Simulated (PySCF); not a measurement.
Bonds (- single, = double, # triple, : aromatic): C1-C2, C2:C3, C3:C4, C4:N5, N5-Si6, N5:C7, C7:C2. C1 carries H8, H9, H10; C3 carries H11; C4 carries H12; Si6 carries H13, H14, H15; C7 carries H16.

Geometry: PBE0-D3(BJ)/def2-SVP; GIAO absolute shieldings from PySCF, gas phase, non-relativistic, averaged over equivalent atoms.

At KT3/pcSseg-1 (171 basis functions, 31 s wall time on 1 thread of an Arm Neoverse V1, shared host):
```tsv
atoms	σ (ppm)
C2	63.1
C4	63.1
C7	67.7
C3	74.6
C1	167.5
N5	111.2
Si6	415.9
H12	24.92
H16	24.97
H11	25.21
H13/H14/H15	26.46
H8/H9/H10	29.12
```

**Question.** What do these become at PBE0/pcSseg-1?

**Answer.** 
```json
{"atoms": "C2", "σ at PBE0/pcSseg-1": "54.5", "change": "-8.6"}
{"atoms": "C4", "σ at PBE0/pcSseg-1": "53.7", "change": "-9.4"}
{"atoms": "C7", "σ at PBE0/pcSseg-1": "58.9", "change": "-8.8"}
{"atoms": "C3", "σ at PBE0/pcSseg-1": "65.7", "change": "-8.9"}
{"atoms": "C1", "σ at PBE0/pcSseg-1": "170.4", "change": "+2.9"}
{"atoms": "N5", "σ at PBE0/pcSseg-1": "105.1", "change": "-6.1"}
{"atoms": "Si6", "σ at PBE0/pcSseg-1": "399.1", "change": "-16.8"}
{"atoms": "H12", "σ at PBE0/pcSseg-1": "24.70", "change": "-0.22"}
{"atoms": "H16", "σ at PBE0/pcSseg-1": "24.76", "change": "-0.21"}
{"atoms": "H11", "σ at PBE0/pcSseg-1": "24.96", "change": "-0.25"}
{"atoms": "H13/H14/H15", "σ at PBE0/pcSseg-1": "26.30", "change": "-0.16"}
{"atoms": "H8/H9/H10", "σ at PBE0/pcSseg-1": "29.07", "change": "-0.05"}
```

The largest change is at Si6 (silicon bonded to N, 3 H). Cost: 171 basis functions, 30 s wall time on 1 thread of an Arm Neoverse V1, shared host. The order of the carbon signals changes between the two levels.
